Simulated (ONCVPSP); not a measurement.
Reading a pseudo-wave (Ni)

Columns: radius, all-electron u(r) and pseudo u(r) of the 3s shell (level -130.42 eV) of nickel in the configuration [Ne] 3s2 3p6 3d8; PBEsol, scalar-relativistic, ONCV scheme, ONCVPSP 4.0.1.

```json
{"r (bohr)": "0.065", "all-electron": "0.0672", "pseudo": "0.1733"}
{"r (bohr)": "0.130", "all-electron": "-0.5884", "pseudo": "0.3445"}
{"r (bohr)": "0.195", "all-electron": "-0.6474", "pseudo": "0.5107"}
{"r (bohr)": "0.260", "all-electron": "-0.2953", "pseudo": "0.6679"}
{"r (bohr)": "0.325", "all-electron": "0.1846", "pseudo": "0.8118"}
{"r (bohr)": "0.390", "all-electron": "0.6243", "pseudo": "0.9377"}
{"r (bohr)": "0.455", "all-electron": "0.9558", "pseudo": "1.0413"}
{"r (bohr)": "0.520", "all-electron": "1.1672", "pseudo": "1.1182"}
{"r (bohr)": "0.585", "all-electron": "1.2724", "pseudo": "1.1647"}
{"r (bohr)": "0.650", "all-electron": "1.2961", "pseudo": "1.1795"}
{"r (bohr)": "0.715", "all-electron": "1.2621", "pseudo": "1.1639"}
{"r (bohr)": "0.780", "all-electron": "1.1906", "pseudo": "1.1212"}
{"r (bohr)": "0.845", "all-electron": "1.0975", "pseudo": "1.0563"}
{"r (bohr)": "0.910", "all-electron": "0.9942", "pseudo": "0.9746"}
{"r (bohr)": "0.975", "all-electron": "0.8887", "pseudo": "0.8818"}
{"r (bohr)": "1.040", "all-electron": "0.7859", "pseudo": "0.7845"}
{"r (bohr)": "1.105", "all-electron": "0.6891", "pseudo": "0.6889"}
{"r (bohr)": "1.170", "all-electron": "0.6001", "pseudo": "0.6000"}
{"r (bohr)": "1.235", "all-electron": "0.5195", "pseudo": "0.5194"}
{"r (bohr)": "1.300", "all-electron": "0.4477", "pseudo": "0.4476"}
{"r (bohr)": "1.365", "all-electron": "0.3842", "pseudo": "0.3841"}
{"r (bohr)": "1.430", "all-electron": "0.3285", "pseudo": "0.3284"}
{"r (bohr)": "1.495", "all-electron": "0.2800", "pseudo": "0.2800"}
{"r (bohr)": "1.560", "all-electron": "0.2381", "pseudo": "0.2381"}
{"r (bohr)": "1.625", "all-electron": "0.2020", "pseudo": "0.2019"}
{"r (bohr)": "1.690", "all-electron": "0.1710", "pseudo": "0.1709"}
```

Question: How many radial nodes do the two functions have?

Answer: The all-electron 3s function has n − l − 1 = 2; the pseudo-wave has 0, since the states of the same l below it are removed with the core.

Question: At about which radius was the pseudo-wave matched?

Answer: 1.15 bohr, where the columns begin to agree (steps of 0.07 bohr).

Question: Where does each function peak?

Answer: Outermost all-electron maximum near 0.65 bohr, pseudo maximum near 0.65 bohr (to the table’s step).

Question: Is the pseudo-wave norm-conserving?

Answer: Yes: the ONCV scheme keeps the norm inside the radius equal to the all-electron one, which fixes the energy derivative of the logarithmic derivative at the level.
